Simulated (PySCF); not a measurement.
C2H4OSi, SMILES `C#C[SiH2]O`, neutral singlet in the gas phase. 

Cartesian coordinates (Å):
```xyz
8

C      2.0514     0.3470     0.5877
C      0.9422    -0.0078     0.2719
Si    -0.7346    -0.5375    -0.2282
O     -1.8009     0.7087    -0.1598
H      3.0314     0.6573     0.8709
H     -0.6228    -1.0966    -1.5992
H     -1.2374    -1.5584     0.7141
H     -1.5829     1.5111    -0.6356
```
Charge 0, multiplicity 1.

All levels are single points at this geometry (PBE0-D4/def2-TZVP); Pople sets use spherical d functions. Orbital energies aren't observables, and empty levels follow the basis.

HF/STO-3G in PySCF gives gap (eV) = 18.75.

**Question.** Estimate the gap (eV) from each of these levels: B3LYP-D3(BJ)/def2-TZVP in PySCF; PBE-D3(BJ)/def2-TZVP in PySCF; PBE0-D4/def2-TZVP in PySCF; B3LYP/3-21G in PySCF; M06-2X/6-31G* in PySCF.

**Answer.** 
| level | gap (eV) |
|---|---|
| B3LYP-D3(BJ)/def2-TZVP in PySCF | 7.26 |
| PBE-D3(BJ)/def2-TZVP in PySCF | 5.55 |
| PBE0-D4/def2-TZVP in PySCF | 7.72 |
| B3LYP/3-21G in PySCF | 7.70 |
| M06-2X/6-31G* in PySCF | 10.01 |
